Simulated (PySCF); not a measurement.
BH6N3, SMILES NB(N)N.

Geometry optimised at B3LYP-D3(BJ)/def2-SVP. The values are those of a single conformer.

These are PBE0/def2-TZVP (PySCF) values and carry that method's errors.

Gas-phase values at a fixed geometry.

Task: Estimate the frontier levels, gap, dipole moment and polarisability. (The exact figures need the calculation; the answer reports its results.)

Result: 
```
Property                                                                                                        Value
---------------------------------------------------------------------------------------------  ----------------------
highest occupied level                                                                                       -6.60 eV
lowest empty level                                                                                            0.84 eV
orbital gap                                                                                                   7.43 eV
dipole moment                                                                                                  0.19 D
quadrupole, principal values (traceless, Buckingham form, about the centre of nuclear charge)  -11.31, 5.50, 5.81 D·Å
mean static polarisability                                                                       38.0 bohr³ (5.63 Å³)
polarisability, principal values                                                               30.2, 41.8, 42.0 bohr³
```
